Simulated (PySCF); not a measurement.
Vertical excitations of a molecule C4H5FO from TDDFT-LC-ωPBE/def2-SVPD (PySCF 2.14.0), as energy in eV (oscillator strength): 4.31 (0.000), 7.01 (0.170), 8.03 (0.005), 8.40 (0.018), 9.00 (0.047), 9.05 (0.000). Lowest triplet (TDA): 3.69 eV. Geometry optimised at B3LYP-D3(BJ)/def2-SVP. Other conformers were not sampled.

Task: Which molecule gave these data?
(A) C=C(F)CC=O
(B) O=C1CC[C@@H]1F
(C) F/C=C1\CCO1
(D) O=CC1(F)CC1

Result: D, O=CC1(F)CC1
